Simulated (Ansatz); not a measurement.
Born–Oppenheimer molecular dynamics of a periodic cell of 21 atoms, NaH₁₃O₇ (contents 6 H2O + 1 Na + 1 OH, density as packed 1.00 g/cm³ with natural masses). It goes on from the last frame of an earlier run, with new velocities.

Level of theory: DFT PBE-D3(BJ), scalar-relativistic, plane waves, PAW in Ansatz 0.2.0. Settings: cutoff 420 eV, k mesh 1x1x1, fermi-dirac smearing 0.02 eV, no spin polarisation.

```
ensemble        : NVT, Nosé–Hoover chain
time step       : 0.75 fs
steps asked     : 400
set temperature : 400 K
thermostat      : time constant 50 fs, chain length 3
seed            : 605371
```

Frames 1.5 fs apart, positions in Å.

Velocities at 172.5 fs (Å/ps):

```
O -0.99 4.56 -1.81
H -7.56 8.78 -5.85
H -14.73 13.41 -41.67
O -1.63 4.04 -2.39
H 19.37 -25.23 -28.63
H 3.10 35.75 -8.86
O -6.76 -3.43 -0.18
H 9.42 -4.58 2.97
H -21.58 -23.92 7.10
O -1.46 -8.98 6.09
H 20.82 1.27 -5.36
H -11.05 23.38 11.28
O 6.68 -3.45 1.21
H -9.26 -13.24 5.09
H -24.99 41.13 -31.07
O 10.57 1.79 -7.77
H -24.18 9.68 -28.50
H -4.18 0.26 -4.38
Na 3.01 2.37 8.26
O -5.09 -0.48 2.05
H -24.69 -26.47 -16.06
```

```xyz
21
Lattice="6.2692 0.0000 0.0000 0.0000 6.2692 0.0000 0.0000 0.0000 6.2692" Properties=species:S:1:pos:R:3 time_fs=172.5 energy_less_start_eV=-0.008 T=491
O 4.803 5.742 5.051
H 4.905 6.612 4.454
H 4.154 5.253 4.522
O 2.760 3.924 3.581
H 1.920 3.444 3.783
H 3.086 3.467 2.772
O 1.114 1.665 0.823
H 0.564 1.993 1.491
H 1.733 0.960 1.325
O 4.231 3.245 6.890
H 4.279 3.673 6.043
H 3.436 2.653 6.811
O 0.397 2.982 4.478
H 0.798 2.468 5.208
H -0.337 2.419 4.024
O 4.619 1.330 3.538
H 3.780 0.631 2.577
H 3.890 1.771 3.945
Na 5.263 5.565 1.092
O 3.186 0.012 1.786
H 2.748 -0.790 2.269
21
Lattice="6.2692 0.0000 0.0000 0.0000 6.2692 0.0000 0.0000 0.0000 6.2692" Properties=species:S:1:pos:R:3 time_fs=174.0 energy_less_start_eV=0.038 T=468
O 4.802 5.748 5.048
H 4.891 6.620 4.449
H 4.133 5.273 4.464
O 2.758 3.930 3.577
H 1.941 3.408 3.744
H 3.092 3.522 2.762
O 1.106 1.658 0.822
H 0.561 1.997 1.514
H 1.695 0.939 1.323
O 4.229 3.231 6.900
H 4.311 3.678 6.026
H 3.425 2.692 6.829
O 0.407 2.977 4.479
H 0.778 2.445 5.215
H -0.364 2.483 3.987
O 4.635 1.333 3.526
H 3.737 0.635 2.529
H 3.876 1.779 3.944
Na 5.268 5.569 1.104
O 3.178 0.011 1.790
H 2.724 -0.810 2.239
21
Lattice="6.2692 0.0000 0.0000 0.0000 6.2692 0.0000 0.0000 0.0000 6.2692" Properties=species:S:1:pos:R:3 time_fs=175.5 energy_less_start_eV=0.026 T=466
O 4.799 5.753 5.045
H 4.873 6.620 4.452
H 4.129 5.299 4.430
O 2.756 3.936 3.572
H 1.943 3.377 3.716
H 3.108 3.576 2.751
O 1.100 1.649 0.822
H 0.536 2.016 1.558
H 1.649 0.948 1.296
O 4.226 3.218 6.909
H 4.340 3.676 6.014
H 3.412 2.729 6.845
O 0.416 2.971 4.479
H 0.742 2.417 5.218
H -0.369 2.545 3.975
O 4.651 1.337 3.511
H 3.684 0.620 2.476
H 3.868 1.790 3.945
Na 5.272 5.572 1.116
O 3.169 0.009 1.796
H 2.727 -0.788 2.203
21
Lattice="6.2692 0.0000 0.0000 0.0000 6.2692 0.0000 0.0000 0.0000 6.2692" Properties=species:S:1:pos:R:3 time_fs=177.0 energy_less_start_eV=0.160 T=409
O 4.796 5.756 5.042
H 4.858 6.621 4.458
H 4.145 5.331 4.427
O 2.755 3.941 3.567
H 1.936 3.356 3.698
H 3.136 3.623 2.732
O 1.093 1.638 0.823
H 0.520 2.029 1.584
H 1.609 0.967 1.258
O 4.226 3.207 6.917
H 4.363 3.658 6.027
H 3.381 2.754 6.857
O 0.425 2.965 4.478
H 0.692 2.384 5.217
H -0.359 2.598 3.986
O 4.665 1.343 3.497
H 3.628 0.592 2.433
H 3.883 1.794 3.934
Na 5.276 5.576 1.127
O 3.159 0.007 1.802
H 2.745 -0.746 2.176
21
Lattice="6.2692 0.0000 0.0000 0.0000 6.2692 0.0000 0.0000 0.0000 6.2692" Properties=species:S:1:pos:R:3 time_fs=178.5 energy_less_start_eV=0.257 T=370
O 4.792 5.758 5.038
H 4.848 6.629 4.465
H 4.167 5.357 4.444
O 2.752 3.947 3.561
H 1.933 3.353 3.688
H 3.170 3.666 2.715
O 1.084 1.631 0.826
H 0.526 2.026 1.575
H 1.599 0.966 1.232
O 4.226 3.197 6.923
H 4.378 3.624 6.059
H 3.340 2.773 6.864
O 0.434 2.961 4.477
H 0.631 2.346 5.212
H -0.348 2.632 4.006
O 4.677 1.350 3.482
H 3.587 0.574 2.423
H 3.921 1.790 3.911
Na 5.279 5.580 1.137
O 3.149 0.005 1.804
H 2.751 -0.730 2.181
21
Lattice="6.2692 0.0000 0.0000 0.0000 6.2692 0.0000 0.0000 0.0000 6.2692" Properties=species:S:1:pos:R:3 time_fs=180.0 energy_less_start_eV=0.035 T=446
O 4.788 5.759 5.035
H 4.847 6.647 4.472
H 4.170 5.358 4.458
O 2.749 3.951 3.554
H 1.938 3.367 3.682
H 3.202 3.704 2.709
O 1.071 1.626 0.829
H 0.548 2.008 1.541
H 1.627 0.932 1.227
O 4.226 3.188 6.930
H 4.388 3.588 6.089
H 3.308 2.795 6.867
O 0.446 2.957 4.476
H 0.564 2.308 5.203
H -0.353 2.645 4.023
O 4.689 1.359 3.467
H 3.574 0.583 2.461
H 3.962 1.791 3.886
Na 5.283 5.584 1.147
O 3.139 0.005 1.801
H 2.735 -0.758 2.226
21
Lattice="6.2692 0.0000 0.0000 0.0000 6.2692 0.0000 0.0000 0.0000 6.2692" Properties=species:S:1:pos:R:3 time_fs=181.5 energy_less_start_eV=0.040 T=441
O 4.787 5.761 5.035
H 4.853 6.666 4.478
H 4.144 5.330 4.460
O 2.747 3.956 3.546
H 1.947 3.392 3.678
H 3.226 3.734 2.719
O 1.058 1.622 0.831
H 0.563 1.992 1.516
H 1.671 0.893 1.227
O 4.225 3.178 6.938
H 4.399 3.561 6.088
H 3.299 2.825 6.869
O 0.458 2.953 4.476
H 0.498 2.275 5.192
H -0.374 2.640 4.029
O 4.703 1.367 3.450
H 3.578 0.605 2.526
H 3.981 1.812 3.872
Na 5.286 5.589 1.156
O 3.128 0.005 1.796
H 2.715 -0.792 2.290
21
Lattice="6.2692 0.0000 0.0000 0.0000 6.2692 0.0000 0.0000 0.0000 6.2692" Properties=species:S:1:pos:R:3 time_fs=183.0 energy_less_start_eV=0.180 T=383
O 4.785 5.763 5.036
H 4.863 6.676 4.485
H 4.109 5.290 4.466
O 2.745 3.961 3.537
H 1.949 3.415 3.675
H 3.244 3.751 2.739
O 1.048 1.614 0.831
H 0.549 1.994 1.534
H 1.708 0.880 1.220
O 4.223 3.167 6.948
H 4.412 3.545 6.061
H 3.306 2.860 6.869
O 0.469 2.948 4.476
H 0.442 2.250 5.179
H -0.393 2.629 4.027
O 4.716 1.376 3.433
H 3.587 0.618 2.584
H 3.981 1.851 3.868
Na 5.289 5.593 1.165
O 3.116 0.003 1.792
H 2.710 -0.796 2.345
21
Lattice="6.2692 0.0000 0.0000 0.0000 6.2692 0.0000 0.0000 0.0000 6.2692" Properties=species:S:1:pos:R:3 time_fs=184.5 energy_less_start_eV=0.257 T=350
O 4.784 5.765 5.035
H 4.872 6.670 4.493
H 4.090 5.258 4.494
O 2.745 3.967 3.529
H 1.937 3.430 3.674
H 3.259 3.751 2.753
O 1.040 1.604 0.831
H 0.520 2.003 1.580
H 1.725 0.902 1.204
O 4.221 3.156 6.957
H 4.423 3.525 6.040
H 3.308 2.889 6.869
O 0.479 2.942 4.477
H 0.404 2.238 5.166
H -0.393 2.622 4.021
O 4.729 1.385 3.416
H 3.595 0.616 2.615
H 3.984 1.894 3.862
Na 5.292 5.598 1.173
O 3.103 0.000 1.792
H 2.723 -0.759 2.379
21
Lattice="6.2692 0.0000 0.0000 0.0000 6.2692 0.0000 0.0000 0.0000 6.2692" Properties=species:S:1:pos:R:3 time_fs=186.0 energy_less_start_eV=0.125 T=395
O 4.781 5.765 5.035
H 4.877 6.645 4.498
H 4.092 5.244 4.544
O 2.745 3.976 3.521
H 1.915 3.437 3.672
H 3.276 3.731 2.755
O 1.033 1.593 0.831
H 0.504 1.998 1.614
H 1.725 0.951 1.183
O 4.221 3.148 6.965
H 4.430 3.496 6.045
H 3.291 2.910 6.868
O 0.486 2.935 4.477
H 0.386 2.236 5.157
H -0.369 2.623 4.008
O 4.739 1.395 3.399
H 3.602 0.597 2.610
H 4.008 1.927 3.842
Na 5.294 5.604 1.180
O 3.090 -0.003 1.795
H 2.746 -0.695 2.392
```

Of the whole run (300 fs, mean temperature of the second half 425 K): The conserved energy stayed within 0.7 meV per atom of its start (net change 0.12 meV per atom), so the integration is sound. A run of 0.3 ps of so small a system gives no equilibrium averages. Limits of this set-up: coarse k mesh.

Run time: 7.8 min on 1 thread of Arm Neoverse V1 (shared host), peak memory 0.33 GiB.
